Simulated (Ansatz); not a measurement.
Reactions of CH$_{7}$FGeSi (`F[CH]([SiH3])[GeH3]`).

Calculated with Ansatz (gas phase, PBE0-D4/def2-TZVP geometries, no zero-point term in ΔE). CCSD(T)/CBS adds triple-zeta CCSD(T) − MP2 to the extrapolated MP2 energy (def2 sets, frozen cores). This one scheme is used for every species. Functionals use def2-TZVPP. Elements past krypton have def2 core potentials. For Ge, In, Te outer-core shells are correlated without core-valence functions, which leaves a few kJ/mol of doubt a bond. Scalar relativity is left out up to krypton. One conformer a species, not always the lowest.

```tsv
reaction	PBE-D4 (kJ/mol)	B2PLYP (kJ/mol)	HF/CBS(def2) (kJ/mol)	r2SCAN-D4 (kJ/mol)	CCSD(T)/CBS(def2) (kJ/mol)
`F[CH]([SiH3])[GeH3]` + `C=C[Si](N)(O)F` → `C=C[Si](N)(F)O[SiH3]` + `F[CH2][GeH3]`	-100	-121	-148	-113	-116
`F[CH]([SiH3])[GeH3]` + H–F → `F[CH](F)[GeH3]` + SiH₄	37	34	17	33	52
`F[CH]([SiH3])[GeH3]` + `CC(O)=S` → `CC(=S)[O][GeH3]` + `FC[SiH3]`	-10	-22	-36	-15	-17
`F[CH]([SiH3])[GeH3]` + `OC[TeH]` → `OC[Te][GeH3]` + `FC[SiH3]`	-86	-87	-95	-86	-85
`F[CH]([SiH3])[GeH3]` + `C#CC=C` → `C#C/C=C\[SiH3]` + `F[CH2][GeH3]`	-12	-13	-15	-13	-11
`F[CH]([SiH3])[GeH3]` + `CCBO` → `CCBO[SiH3]` + `F[CH2][GeH3]`	-81	-103	-127	-95	-97
`F[CH]([SiH3])[GeH3]` + `[CH3][In]([OH])[F]` → `[CH3][In]([F])[O][SiH3]` + `F[CH2][GeH3]`	-100	-124	-153	-116	-119
`F[CH]([SiH3])[GeH3]` + `NB(O)F` → `OB(F)[NH][GeH3]` + `FC[SiH3]`	-27	-39	-54	-32	-34
`F[CH]([SiH3])[GeH3]` + `OC[SiH2]Cl` → `[SiH3]OC[SiH2]Cl` + `F[CH2][GeH3]`	-84	-106	-129	-96	-99
`F[CH]([SiH3])[GeH3]` + `[OH][In]([Cl])[Cl]` → `[SiH3][O][In]([Cl])[Cl]` + `F[CH2][GeH3]`	-92	-115	-144	-107	-112
```

Largest T1 diagnostic: 0.017, for `CC(O)=S`.
